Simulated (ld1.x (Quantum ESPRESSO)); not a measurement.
H: TM pseudisation with PBE, scalar-relativistic reference atom.

- Element: hydrogen
- Generator: ld1.x (Quantum ESPRESSO) 7.5
- Type: norm-conserving Troullier–Martins (Kleinman–Bylander form)
- Functional: PBE
- Relativity: scalar-relativistic
- Frozen core: none
- Valence charge: 1
- Reference configuration: 1s1
- Partial waves: 2p channel at 0.35 Ry: rc 0.60 bohr; 1s (bound): rc 0.75 bohr
- Local potential: the s channel
- Core correction: none

Question: Estimate the cutoffs (Ry, on a coarse ladder) from which the occupation-weighted sum of valence levels, in a spherical-Bessel basis at the reference potential, stays within 10 and 1 mRy of its value at 400 Ry.

Answer: 35 Ry and 70 Ry.

Question: What does a ghost test show?

Answer: No extra level below or beside the all-electron valence levels (p, s, d, f tested).
